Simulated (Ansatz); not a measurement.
Dissociation curve of GeB (cation, charge +1), lowest triplet found (which spin is the ground state isn't settled by this scan).

Computed with full CI/aug-cc-pVDZ, cores with 3d frozen (Ansatz, a program for electronic structure).

Task: Relative to R = 2.22 Å, what are the energies at R = 2.55, 2.78, 3.29, 5.07 Å?

Result: 15.7 kJ/mol at 2.55 Å, 35.9 kJ/mol at 2.78 Å, 79.7 kJ/mol at 3.29 Å, 173.6 kJ/mol at 5.07 Å.

The scan ran from 1.47 to 6.92 Å; beyond the distances shown full CI changes its symmetry label.
